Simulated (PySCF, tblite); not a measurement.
C₃H₇FSi₂.
SMILES: `[SiH2]1[SiH2]C(F)=C1C`

Method: wB97X-D/def2-SVPD in PySCF (dipole) on a GFN2-xTB geometry, gas phase.

Take the most abundant isotopes and a rigid rotor. 

Question: Give the principal moments of inertia and the rotational constants in GHz.

Answer: Ia = 188.53, Ib = 220.73, Ic = 394.97 u·Å²; 505379 MHz·u·Å²/I gives 2681, 2290 and 1280 MHz, that is A = 2.6807, B = 2.2896, C = 1.2796 GHz.

Question: What kind of rotor is it?

Answer: An asymmetric top. Ray's parameter κ = (2B − A − C)/(A − C) = 0.442; −1 is the prolate and +1 the oblate limit.

Question: Is it planar, by Δ = Ic − Ia − Ib?

Answer: Not planar: Δ = Ic − Ia − Ib = -14.29 u·Å². For a rigid frame Δ = −2 Σ m c², so Σ m c² = 7.14 u·Å² lies off the ab plane, practically all of it from hydrogen. The atom farthest from that plane is 1.18 Å away.

Question: Give the other two planar moments, Paa and Pbb, and the rms extents of the mass along the axes.

Answer: Paa = Σ m a² = (Ib + Ic − Ia)/2 = 213.58 and Pbb = Σ m b² = (Ia + Ic − Ib)/2 = 181.38 u·Å². With the mass M = 118.01 u, the rms extents √(P/M) along a, b and c are 1.35, 1.24, 0.25 Å.

Question: Where do the levels up to J = 5 lie, in K?

Answer: Above 0(0,0), as E/k:
J = 1: 1(0,1) 0.171, 1(1,1) 0.190, 1(1,0) 0.239
J = 2: 2(0,2) 0.480, 2(1,2) 0.484, 2(1,1) 0.630, 2(2,1) 0.686, 2(2,0) 0.720
J = 3: 3(0,3) 0.907, 3(1,3) 0.908, 3(1,2) 1.179, 3(2,2) 1.200, 3(2,1) 1.320, 3(3,1) 1.432, 3(3,0) 1.452
J = 4: 4(0,4) 1.456, 4(1,4) 1.456, 4(1,3) 1.850, 4(2,3) 1.855, 4(2,2) 2.102, 4(3,2) 2.157, 4(3,1) 2.248, 4(4,1) 2.431, 4(4,0) 2.441
J = 5: 5(0,5) 2.127, 5(1,5) 2.127, 5(1,4) 2.638, 5(2,4) 2.639, 5(2,3) 3.021, 5(3,3) 3.038, 5(3,2) 3.250, 5(4,2) 3.360, 5(4,1) 3.421, 5(5,1) 3.685, 5(5,0) 3.689

Question: Which lines would a microwave search look for?

Answer: The dipole components are |μa| = 0.85 D, |μb| = 1.29 D, |μc| = 0.00 D; the mirror of this Cs structure is the ab plane, so μc vanishes by symmetry and there are no c-type lines. The squared components, which scale the intensities, stand as 0.43 : 1.00 (a : b). Some lines, for components of 0.1 D or more:

| type | branch | J(Ka,Kc) | MHz | lower level (cm⁻¹) |
| --- | --- | --- | --- | --- |
| a | Q | 1(1,0) ← 1(1,1) | 1010 | 0.132 |
| a | Q | 5(4,1) ← 5(4,2) | 1260 | 2.335 |
| a | Q | 4(2,2) ← 4(2,3) | 5147 | 1.289 |
| b | R | 3(1,3) ← 2(0,2) | 8923 | 0.333 |
| a | R | 3(2,2) ← 2(2,1) | 10708 | 0.477 |
| a | R | 4(2,3) ← 3(2,2) | 13649 | 0.834 |
| b | R | 4(2,2) ← 3(3,1) | 13954 | 0.995 |
| b | R | 3(3,1) ← 2(2,0) | 14838 | 0.500 |
| a | R | 4(3,1) ← 3(3,0) | 16586 | 1.009 |
| b | R | 5(3,3) ← 4(2,2) | 19505 | 1.461 |
| b | R | 4(3,1) ← 3(2,2) | 21844 | 0.834 |

Question: Estimate the classical rotational partition function at 10 K, 200 K and 298.15 K.

Answer: Point group Cs, symmetry number σ = 1; q = (√π/σ)·√((kT/h)³/(ABC)), k/h = 20836.6 MHz/K: 1900 at 10 K, 170000 at 200 K, 310000 at 298.15 K.

Its GFN2-xTB frequencies are all real (lowest 108 cm⁻¹). These are rigid-rotor constants of the computed structure; measured ground-state constants (B0) also hold zero-point vibration. A rigid rotor knows nothing of internal rotation, which can split or shift real lines.

On one thread of an Arm Neoverse V1 (shared host), this took 45 s and 0.78 GiB of memory at its peak. This is the wB97X-D/def2-SVPD job that gave the dipole, with the excitations it also computed.
